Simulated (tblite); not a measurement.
C8H6FN2P.
Numbering: `[F:1][c:2]1[cH:3][cH:4][cH:5][cH:6][c:7]1-[n:8]1[cH:9][p:10][cH:11][n:12]1` (hydrogens: H13 on C3; H14 on C4; H15 on C5; H16 on C6; H17 on C9; H18 on C11)

Structure optimised with GFN2-xTB, isolated species.

Entries marked ? are missing.

```tsv
coordinate	value
F1–C2	1.351 Å
C2–C3	1.382 Å
C3–C4	?
C4–C5	?
C5–C6	1.380 Å
C6–C7	1.395 Å
C7–N8	1.400 Å
N8–C9	1.354 Å
C9–P10	?
P10–C11	?
C11–N12	1.300 Å
C2–C7	1.394 Å
N8–N12	1.328 Å
C3–H13	1.078 Å
C4–H14	1.078 Å
C5–H15	1.079 Å
C6–H16	1.078 Å
C9–H17	1.073 Å
C11–H18	1.075 Å
F1–C2–C3	117.5°
F1–C2–C7	?
C3–C2–C7	121.6°
C2–C3–C4	119.8°
C3–C4–C5	119.6°
C4–C5–C6	?
C5–C6–C7	121.1°
C6–C7–N8	?
C2–C7–C6	117.6°
C2–C7–N8	124.0°
C7–N8–C9	127.3°
C7–N8–N12	117.5°
C9–N8–N12	115.3°
N8–C9–P10	112.6°
C9–P10–C11	85.6°
P10–C11–N12	115.8°
```

Problem. Estimate the withheld lengths and angles.

Solution. 
- C3–C4 = 1.383 Å, aromatic (both ends aromatic CH carbon); 0.08 Å below the sum of covalent radii, 1.46 Å.
- C4–C5 = 1.386 Å, aromatic (both ends aromatic CH carbon); 0.07 Å below the sum of covalent radii, 1.46 Å.
- C9–P10 = 1.717 Å, aromatic (ends: aromatic CH next to a ring nitrogen; phosphorus bonded to 2 C); 0.08 Å below the sum of covalent radii, 1.80 Å.
- P10–C11 = 1.765 Å, aromatic (ends: phosphorus bonded to 2 C; aromatic CH next to a ring nitrogen); 0.04 Å below the sum of covalent radii, 1.80 Å.
- F1–C2–C7 = 120.9°, at the aromatic C–F carbon; the outer atoms are 2.388 Å apart.
- C4–C5–C6 = 120.3°, at the aromatic CH carbon, inside a 6-membered ring; the outer atoms are 2.399 Å apart.
- C6–C7–N8 = 118.4°, at the aromatic carbon bearing nitrogen; the outer atoms are 2.401 Å apart.

Radii are Cordero's, carbon taken as 0.76, 0.73 or 0.69 Å for four, three, and two or fewer neighbours.

Its GFN2-xTB frequencies are all real (lowest 41 cm⁻¹). The numbers are those of one conformer (C6–C7–N8–C9 -158°). 3 starts were optimised and ended at 0.00, 0.18 and 2.07 kcal/mol (GFN2-xTB); the lowest of these is shown.

These are computed values.
